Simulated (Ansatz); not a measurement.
```xyz
10

C    -0.0015   -0.0449   -0.7394
C     0.0300   -0.0285    0.7588
C    -0.0154    1.1193   -1.4307
C     0.0322   -1.0835    1.5009
H    -0.0017   -0.9441   -1.2572
H    -0.0422    0.9861    1.1942
H    -0.0270    1.0595   -2.6108
H    -0.0049    2.1502   -0.9932
H    -0.0278   -1.1014    2.5454
H     0.0175   -2.0878    0.9793
```

Basis set: cc-pVDZ (spherical functions). Frozen core: 4 orbitals. Charge 0, multiplicity 1.

Computed with Ansatz (development build ahead of 0.2.0); each method stands on the lowest determinant of its kind that the runs found. Restricted open shells among the atoms or ions are ROHF, correlated in semicanonical orbitals with singles.

(1) Give the atomization energy at this shape (free ground-state atoms in the same class of orbitals less the molecule, no zero-point energy) of singlet C₄H₆ by RHF-MP2, RHF.

## Answers

(1)

| method | atomization energy |
| --- | --- |
| RHF-MP2 | 944.52 kcal/mol |
| RHF | 748.55 kcal/mol |

Caution: the shape is not the minimum.
